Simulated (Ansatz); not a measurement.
Ge14SbH24⁺, a doped nanocrystal (Sb at the centre, charge +1). The state is a singlet with charge 1. Geometry PBE-D4/def2-SVP, basis def2-TZVP, Ansatz.

```xyz
39

Ge    0.3239    3.9287   -2.0006
Ge   -0.5494    2.2187   -3.5342
Ge    1.2567    0.7999   -4.3827
Ge   -2.4384   -1.9444    1.0548
Ge   -2.1452    0.7608   -2.3797
Ge   -0.2147   -1.0331    4.2935
Ge   -1.0986   -2.8503    2.8958
Ge    0.0114    1.6315    1.2861
Ge   -0.9554    1.1507    3.4859
Ge   -0.6757    3.7285    0.2199
Ge    0.7185   -4.1581    1.9048
Ge    1.2276   -1.6566   -1.2015
Ge    2.2610   -2.6112    0.8052
Ge    2.5421   -0.0246   -2.4723
Sb   -0.8707   -0.3026   -0.3132
H     0.0400    5.3366   -2.5872
H     1.8586    3.7253   -1.8691
H    -1.3494    2.8797   -4.6936
H     0.6751   -0.4085   -5.1656
H     2.1724    1.6427   -5.3103
H    -2.8714   -2.9889   -0.0095
H    -3.6512   -1.0656    1.4636
H    -2.5963   -0.4818   -3.1946
H    -3.3789    1.4626   -1.7506
H    -0.6785   -1.2417    5.7590
H     1.3366   -1.0818    4.2320
H    -2.0684   -3.7497    3.7155
H     1.5514    1.4028    1.2367
H    -0.5436    2.3013    4.4423
H    -2.4950    1.1736    3.2852
H    -0.2585    4.8910    1.1592
H    -2.2247    3.6702    0.1278
H     0.1588   -5.1544    0.8533
H     1.4595   -4.9318    3.0278
H     0.5629   -2.7340   -2.1090
H     3.5870   -3.2920    0.3678
H     2.5895   -1.4069    1.7330
H     3.8669   -0.7184   -2.8922
H     2.8647    1.1314   -1.4830
```

```tsv
run	HOMO (eV)	LUMO (eV)
A	-9.07	-5.54
B	-9.31	-5.41
C	-9.63	-5.15
D	-9.96	-4.81
```

In the def2 sets Sb takes a core potential; there is no spin–orbit coupling. Single mean-field runs in def2-TZVP are fitted with def2-universal-jkfit.

The runs used PBE, PBE0, r2SCAN, r2SCANh. Estimate which is which.

A PBE (0 % exact exchange); B r2SCAN (0 % exact exchange); C r2SCANh (10 % exact exchange); D PBE0 (25 % exact exchange). Exact exchange lowers occupied and raises empty levels; among semilocal functionals meta-GGAs tend to open the gap a little, and such runs are hard to tell apart. The gap grows from 3.53 eV (PBE) to 5.15 eV (PBE0).
